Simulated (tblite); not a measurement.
Start geometry of `C=C[P+]1(CC)C=CCC=C1` from a force field or distance geometry (Å):
```
atom  x, y, z in Å
C1    -0.7325    2.9778   -0.0766
C2     0.3633    2.2526    0.0832
P3     0.4220    0.5235    0.0768
C4     2.0652   -0.0357    0.3244
C5     2.2371   -1.5524    0.3450
C6    -0.6435   -0.0783    1.2910
C7    -1.6904   -0.8595    1.0074
C8    -2.1021   -1.3107   -0.3600
C9    -1.2749   -0.8265   -1.5216
C10   -0.2000   -0.0365   -1.4297
H11   -1.7069    2.5038   -0.2410
H12   -0.7114    4.0616   -0.0518
H13    1.2928    2.7896    0.2623
H14    2.7178    0.3773   -0.4473
H15    2.4292    0.3599    1.2897
H16    1.9183   -1.9812   -0.6040
H17    3.2875   -1.8134    0.5068
H18    1.6365   -2.0149    1.1286
H19   -0.4540    0.1822    2.3383
H20   -2.3097   -1.2096    1.8372
H21   -3.1477   -0.9894   -0.5231
H22   -2.1041   -2.4090   -0.3790
H23   -1.6045   -1.1361   -2.4953
H24    0.3005    0.2447   -2.3536
```

Q: What comes out of this run: GFN2-xTB geometry optimisation, gas phase (tblite 0.8.0)?

A: 
```
atom  x, y, z in Å
C1    -0.703    3.034   -0.070
C2     0.413    2.340    0.103
P3     0.417    0.535    0.076
C4     2.135   -0.010    0.346
C5     2.233   -1.532    0.340
C6    -0.677   -0.129    1.319
C7    -1.715   -0.900    0.999
C8    -2.121   -1.334   -0.363
C9    -1.307   -0.862   -1.514
C10   -0.226   -0.087   -1.467
H11   -1.654    2.553   -0.234
H12   -0.707    4.112   -0.055
H13    1.371    2.816    0.267
H14    2.751    0.427   -0.447
H15    2.469    0.403    1.304
H16    1.902   -1.940   -0.613
H17    3.263   -1.839    0.503
H18    1.620   -1.963    1.130
H19   -0.461    0.136    2.345
H20   -2.350   -1.273    1.793
H21   -3.164   -1.036   -0.528
H22   -2.145   -2.431   -0.384
H23   -1.658   -1.208   -2.479
H24    0.303    0.208   -2.364
```

The energy falls by 7.2 kcal/mol over 43 L-BFGS steps, the largest force on an atom goes from 2.34 to 0.010 eV/Å, and the atoms move by 0.061 Å rms after alignment. The bond that changes most is C2–P3 (alkene CH carbon to phosphonium phosphorus), which lengthens by 0.075 Å. Bonds longer at the end by more than 0.005 Å: 5 of 24; shorter: 13. Among the angles that change most is C1–C2–H13, from 117.2° to 122.3°. Rotational constants go from 1287, 1211, 854.3 to 1276, 1156, 826.5 MHz. The orientation of the end geometry is arbitrary; only internal coordinates are fixed.

Hardware: one thread of an Arm Neoverse V1, no GPU, shared host with 32 logical CPUs at a one-minute load of 28. Cost: 0.43 s wall.

GFN2-xTB frequencies show an imaginary mode (52i cm⁻¹), so the point is no minimum at that level.

One conformer stands for the species.

The numbers are calculated, not measured.
